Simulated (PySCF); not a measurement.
CH5BFNO, SMILES NB(O)CF. Atoms are numbered in the order given.

```xyz
10

N      1.3731     0.5624     0.0000
B     -0.0290     0.5671     0.0000
O     -0.8189     1.6854     0.0000
C     -0.7786    -0.8320     0.0000
F      0.1242    -1.8856     0.0000
H      1.8577    -0.3260     0.0000
H      1.9756     1.3731     0.0000
H     -0.3279     2.5114     0.0000
H     -1.4333    -0.9264    -0.8855
H     -1.4333    -0.9264     0.8855
```

Coordinates come from a PBE0-D3(BJ)/def2-SVP optimisation. The structure was generated by enumeration, and PubChem lists no compound with its InChIKey, so it may never have been made. The values are those of a single conformer.

All values below come from PBE/pcSseg-1 in PySCF.

GIAO shieldings, no solvent; atoms listed in one row are averaged. δ = σ(ref) − σ: ¹⁵N against NH3 (σ = 267.0 ppm); ¹¹B against BF3 (σ = 83.9 ppm); ¹⁷O against H2O (σ = 334.3 ppm); ¹³C against TMS (σ = 182.0 ppm); ¹⁹F against CFCl3 (σ = 133.6 ppm); ¹H against TMS (σ = 31.49 ppm), references at their B3LYP-D3(BJ)/def2-TZVP geometries, non-relativistic.

Computed chemical shifts:
```csv
nucleus,atoms,count,δ (ppm)
¹⁵N,N1,1,77.3
¹¹B,B2,1,17.6
¹⁷O,O3,1,102.7
¹³C,C4,1,81.0
¹⁹F,F5,1,-328.8
¹H,"H9, H10",2,4.75
¹H,H6,1,3.60
¹H,H8,1,3.15
¹H,H7,1,2.42
```
